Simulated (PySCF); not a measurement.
# How the method changes the constants of CI

State: ²Π (doublet), unpaired electrons π ↑. Set-up: C def2-TZVPP, I def2-TZVPP with ECP28; scalar-relativistic core potentials (PySCF 2.14). De refers to C + I in their high-spin ground configurations, without counterpoise correction. The functionals are run spin-unrestricted. A positive dipole means C(−)I(+).

| Level | Re (Å) | ωe (cm⁻¹) | De (eV) | μ (D) |
| --- | --- | --- | --- | --- |
| UHF | 2.056 | 616 | 1.02 | 1.04 |
| UHF-MP2 | 1.999 | 666 | 2.85 | n/a |
| UHF-SCS-MP2 | 2.012 | 649 | 2.69 | n/a |
| UHF-CCSD | 2.023 | 646 | 2.55 | n/a |
| UHF-CCSD(T) | 2.027 | 642 | 2.83 | n/a |
| LDA | 2.006 | 661 | 4.13 | 2.10 |
| PBE | 2.036 | 631 | 3.54 | 1.91 |
| r²SCAN | 2.032 | 637 | 3.14 | 1.77 |
| B3LYP | 2.039 | 624 | 2.98 | 1.75 |
| PBE0 | 2.020 | 653 | 3.11 | 1.76 |
| B97-3 | 2.027 | 645 | 2.98 | 1.78 |
| M06-2X | 2.030 | 640 | 2.62 | 1.51 |
| CAM-B3LYP | 2.018 | 650 | 2.79 | 1.79 |

Question: Which functional lies closest to UHF-CCSD(T) in De, which farthest, and by how much do they differ from it?

Answer: Closest is CAM-B3LYP (-0.9 pm in Re, +1.2 % in ωe, -0.04 eV in De against UHF-CCSD(T) in the same basis), farthest LDA (-2.1 pm in Re, +3.0 % in ωe, +1.30 eV in De). CCSD(T) converges more slowly with the basis than the functionals do and binds too weakly in this one, so the order can change at the basis-set limit.

Question: What does a quarter of exact exchange do here, going from PBE to PBE0?

Answer: PBE0 less PBE: -1.6 pm in Re, +3.5 % in ωe, -0.43 eV in De. Exact exchange removes part of the self-interaction that spreads semilocal densities, and in most molecules shortens and stiffens the bond and lowers De; so it does here.

Question: What does the gradient correction do here, going from LDA to PBE?

Answer: PBE less LDA: +3.0 pm in Re, -4.5 % in ωe, -0.59 eV in De. The gradient correction favours the more uneven density of free atoms, so it tends to lengthen bonds and takes away much of the overbinding of LDA; so it does here.

Correlated steps freeze 5 core orbitals. These are scalar-relativistic numbers at best; spin–orbit coupling would shift them, the dissociation energy most. The state is the lowest determinant that a PBE0 search found; another state may lie lower at other levels.

The whole job (state search and all levels along the bond) took about 16 min on 1 thread of Arm Neoverse V1 (shared host), peak memory 1.9 GiB.
